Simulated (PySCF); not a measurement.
**Correlation energy of Co²⁺ (cobalt, charge +2)**

[Ar] 3d7, high-spin 4F determinant. All numbers are calculated (PySCF 2.14, the spin-free X2C one-electron Hamiltonian (Gaussian nucleus), in aug-cc-pVDZ-DK (7s6p4d2f, 59 functions)). Frozen: [Ar]; 7 electrons correlated.

| level | correlation energy (mhartree) |
| --- | --- |
| CCSD | -151.52 |
| (T) | -2.01 |
| CCSD(T) | -153.53 |

Diagnostics: T1 = 0.0070, D1 = 0.0105, largest double amplitude 0.029.

Q: Is a single reference adequate?

A: Yes: T1 lies below 0.03 and no double amplitude reaches 0.07.
